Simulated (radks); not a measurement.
Initial-state core-level shifts of neutral phosphorus when its valence configuration changes from [Ne] 3s2 3p3. Method: non-relativistic Kohn-Sham, PBE, spin-polarised, spherical densities, point nucleus; open shells are filled with parallel spins first; computed with a radial shooting solver on a logarithmic mesh with Libxc functionals. Shifts are changes of the shell-averaged eigenvalues in eV (positive: less bound); the change of the density at the nucleus, which sets a Mossbauer isomer shift, is in e/bohr^3, on a base of 2191.

| valence | 1s | 2s | 2p | density at nucleus |
|---|---|---|---|---|
| 3s1 3p4 | -1.623 | -1.587 | -1.577 | -6.2443 |
| 3p5 | -3.500 | -3.394 | -3.372 | -12.8475 |
| 3s1.5 3p3.5 | -0.816 | -0.798 | -0.793 | -3.1076 |
| 3s0.5 3p4.5 | -2.630 | -2.554 | -2.538 | -9.5140 |
